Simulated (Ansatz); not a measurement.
Geometry optimisation, Ansatz 0.2.0, RKS revPBE/def2-SVP.

Input file:

```yaml
crystal:
  periodic: [false, false, false]
  atoms:
    - { symbol: Se, position_ang: [-2.2756, -1.173, 0.5287] }
    - { symbol: C, position_ang: [-0.9343, -0.4823, -0.6777] }
    - { symbol: Al, position_ang: [0.8511, -1.0471, -0.0296] }
    - { symbol: Si, position_ang: [1.1621, 1.2608, 0.0419] }
    - { symbol: S, position_ang: [-0.9157, 1.3472, -0.7078] }
    - { symbol: H, position_ang: [-1.7543, -0.3185, 1.7026] }
    - { symbol: H, position_ang: [-1.0754, -0.8618, -1.6991] }
    - { symbol: H, position_ang: [1.7495, -2.3607, 0.2909] }
    - { symbol: H, position_ang: [1.2112, 1.8054, 1.4507] }
    - { symbol: H, position_ang: [2.0646, 1.7788, -0.8976] }
basis:
  gaussian: { orbitals: def2-SVP }
hamiltonian:
  xc: revpbe
relax:
  f_tol: 0.015
  max_steps: 40
output:
  orbitals: {}
```

Command:

```bash
$ ansatz run input.yaml --threads 2 --pin off --max-ram 3072MiB --backend cpu --events-out ev --progress --plain --runs-dir out
```

Task: Where does it end, and by what steps?

Result: The forces met the threshold. After 14 steps the energy has fallen by 0.890 eV; Se1 moved furthest, 0.72 Å. Joined: Se1–Al3.

| step | energy less start (eV) | largest force component (eV/Å) | accepted |
| --- | --- | --- | --- |
| 0 | 0.0000 | 1.707 | yes |
| 1 | -0.5248 | 0.672 | yes |
| 2 | -0.6264 | 0.467 | yes |
| 3 | -0.6430 | 0.328 | yes |
| 4 | -0.6788 | 0.318 | yes |
| 5 | -0.7369 | 0.599 | yes |
| 6 | -0.7978 | 0.824 | yes |
| 7 | -0.8463 | 0.906 | yes |
| 8 | -0.8712 | 0.535 | yes |
| 9 | -0.8858 | 0.211 | yes |
| 10 | -0.8826 | 0.246 | no |
| 11 | -0.8891 | 0.056 | yes |
| 12 | -0.8893 | 0.041 | yes |
| 13 | -0.8893 | 0.033 | no |
| 14 | -0.8895 | 0.010 | yes |

```xyz
10
Properties=species:S:1:pos:R:3
Se -1.678 -1.329 0.900
C -0.851 -0.534 -0.956
Al 0.770 -1.177 0.017
Si 1.156 1.248 0.202
S -0.767 1.273 -0.951
H -1.762 -0.009 1.578
H -1.539 -0.917 -1.734
H 1.511 -2.594 0.074
H 1.017 2.045 1.479
H 2.227 1.943 -0.606
```

Whether the end is a true minimum wasn't checked by a vibrational analysis.

The run took 62 s on 2 threads of Arm Neoverse V1, on a shared host, peak memory 0.19 GiB.
